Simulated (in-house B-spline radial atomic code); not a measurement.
Binding energies in Se3+

NIST's tabulated ground configuration is [Ar] 3d10 4s2 4p1; each binding energy is the energy of the ion with one electron taken from that subshell, relaxed, less that of the parent. All numbers are computed (Dirac-Hartree-Fock, average of configuration; Fermi nucleus of rms radius 4.14 fm) with a radial B-spline atomic code at the basis-set limit, not measured. Energies include first-order Breit, QED and recoil terms.

```json
{"subshell": "1s", "X-ray name": "K", "binding energy (eV)": "12705.3", "-ε (eV)": "12782.1", "relaxation (eV)": "49.4"}
{"subshell": "2s", "X-ray name": "L1", "binding energy (eV)": "1707.7", "-ε (eV)": "1733.9", "relaxation (eV)": "23.9"}
{"subshell": "3s", "X-ray name": "M1", "binding energy (eV)": "281.3", "-ε (eV)": "287.3", "relaxation (eV)": "5.8"}
{"subshell": "3d3/2", "X-ray name": "M4", "binding energy (eV)": "101.9", "-ε (eV)": "107.6", "relaxation (eV)": "5.7"}
{"subshell": "3d5/2", "X-ray name": "M5", "binding energy (eV)": "101.1", "-ε (eV)": "106.6", "relaxation (eV)": "5.6"}
{"subshell": "4s", "X-ray name": "N1", "binding energy (eV)": "53.55", "-ε (eV)": "53.94", "relaxation (eV)": "0.36"}
{"subshell": "4p", "X-ray name": "N2,3", "binding energy (eV)": "41.81", "-ε (eV)": "42.03", "relaxation (eV)": "0.21"}
```

Relaxation = -ε minus the binding energy without Breit, QED and recoil terms.

What does it cost to remove both a 3d5/2 and a 3d3/2 electron?

232.63 eV, which is 29.63 eV more than the two single binding energies together.

What does it cost to remove both a 3s and a 3d5/2 electron?

411.62 eV, which is 29.29 eV more than the two single binding energies together.

What does it cost to remove both a 3d5/2 and a 4s electron?

171.52 eV, which is 16.89 eV more than the two single binding energies together.
